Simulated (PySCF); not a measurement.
AlH, SMILES [AlH] (connectivity only; charge and spin as stated), neutral, multiplicity 1. Atoms are numbered in the order given.

```xyz
2

Al     0.0000     0.0000    -0.1188
H      0.0000     0.0000     1.5439
```

Coordinates come from a r2SCAN-D4/def2-TZVPD optimisation.

Level of theory: IEF-PCM-B3LYP/def2-TZVPD (PySCF).

The values are the electrostatic part of the solvation free energy, E(continuum) − E(gas) at the gas-phase geometry, in a cavity of scaled van der Waals radii (PySCF's table); cavitation and dispersion terms are not included. A continuum can't describe solvent molecules that bind to the metal. In vacuum the orbital gap is 3.72 eV. The dipole moment in vacuum is 0.24 D.

Computed values in water (ε = 78.36), chlorobenzene (ε = 5.70), tetrahydrofuran (ε = 7.43):
| solvent | ε | ΔG(elec) (kcal/mol) | dipole (D) | gap (eV) |
|---|---|---|---|---|
| water | 78.36 | -4.7 | 0.40 | 4.07 |
| chlorobenzene | 5.70 | -3.5 | 0.37 | 3.98 |
| tetrahydrofuran | 7.43 | -3.7 | 0.38 | 4.00 |
